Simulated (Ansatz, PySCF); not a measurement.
Dissociation curve of NaF, singlet.

Methods: UKS-B3LYP/6-31G* = unrestricted B3LYP/6-31G*, spherical d in PySCF; UKS-B3LYP/6-311+G** = unrestricted B3LYP/6-311+G**, spherical d (PySCF); RKS-BP86/6-31G* = restricted BP86/6-31G*, spherical d (PySCF); FCI = Ansatz (a quantum-chemistry and plane-wave program) with full CI/def2-SVP, frozen core.

Energies relative to the lowest point of each curve near equilibrium, in kJ/mol; the last columns give the difference from FCI:

| R / Å | UKS-B3LYP/6-31G* | UKS-B3LYP/6-311+G** | RKS-BP86/6-31G* | FCI | UKS-B3LYP/6-31G* − FCI | UKS-B3LYP/6-311+G** − FCI | RKS-BP86/6-31G* − FCI |
|---|---|---|---|---|---|---|---|
| 1.52 | 172.0 | 208.3 | 178.5 | 197.5 | -25.4 | 10.8 | -19.0 |
| 1.62 | 73.2 | 100.6 | 78.7 | 87.6 | -14.3 | 13.0 | -8.8 |
| 1.76 | 12.2 | 26.1 | 15.3 | 16.6 | -4.4 | 9.5 | -1.2 |
| 1.83 | 1.8 | 9.4 | 3.5 | 3.4 | -1.6 | 6.0 | 0.1 |
| 1.86 | 0.0 | 5.2 | 1.1 | 0.9 | -0.9 | 4.3 | 0.3 |
| 1.92 | 0.1 | 0.6 | 0.0 | 0.0 | 0.1 | 0.6 | 0.0 |
| 1.96 | 2.3 | 0.0 | 1.4 | 1.9 | 0.4 | -1.9 | -0.6 |
| 1.99 | 4.9 | 0.6 | 3.3 | 4.4 | 0.4 | -3.8 | -1.1 |
| 2.11 | 20.7 | 9.5 | 16.7 | 20.7 | 0.0 | -11.2 | -4.0 |
| 2.24 | 44.0 | 26.6 | 37.6 | 45.1 | -1.1 | -18.6 | -7.6 |
| 2.41 | 79.1 | 54.3 | 69.5 | 81.6 | -2.5 | -27.3 | -12.1 |
| 2.59 | 117.6 | 85.5 | 105.0 | 121.4 | -3.8 | -35.9 | -16.5 |
| 2.87 | 175.3 | 132.3 | 158.1 | 180.8 | -5.5 | -48.5 | -22.7 |
| 3.18 | 230.8 | 178.2 | 210.2 | 240.0 | -9.2 | -61.8 | -29.7 |
| 3.47 | 268.7 | 214.7 | 250.9 | 288.5 | -19.8 | -73.7 | -37.6 |
| 3.88 | 304.3 | 254.8 | 293.9 | 344.7 | -40.4 | -90.0 | -50.8 |
| 4.31 | 327.0 | 283.1 | 323.9 | 385.0 | -58.0 | -101.9 | -61.1 |
| 4.80 | 343.1 | 305.1 | 346.4 | 405.6 | -62.5 | -100.5 | -59.2 |
| 5.12 | 350.7 | 315.6 | 357.2 | 410.3 | -59.7 | -94.7 | -53.1 |
| 5.74 | 361.0 | 330.1 | 372.4 | 413.3 | -52.3 | -83.2 | -40.9 |
| 6.70 | 370.4 | 344.2 | 386.6 | 414.1 | -43.8 | -70.0 | -27.5 |
| 7.65 | 375.2 | 352.6 | 394.1 | 414.2 | -39.0 | -61.6 | -20.1 |

UKS-B3LYP/6-31G* is furthest from FCI at 4.80 (-62.5 kJ/mol, below); its mean absolute difference over the points is 20.2 kJ/mol.

UKS-B3LYP/6-311+G** is furthest from FCI at 4.31 (-101.9 kJ/mol, below); its mean absolute difference over the points is 42.2 kJ/mol.

RKS-BP86/6-31G* is furthest from FCI at 4.31 (-61.1 kJ/mol, below); its mean absolute difference over the points is 21.6 kJ/mol.

The unrestricted determinant behind UKS-B3LYP/6-31G* is spin-contaminated at 3.18 to 7.65 Å (<S²> up to 0.7, against 0.00 for a pure singlet). The unrestricted determinant behind UKS-B3LYP/6-311+G** is spin-contaminated at 3.88 to 7.65 Å (<S²> up to 0.5, against 0.00 for a pure singlet). The restricted form behind RKS-BP86/6-31G* keeps the bonding electrons paired and can't separate into open-shell fragments.
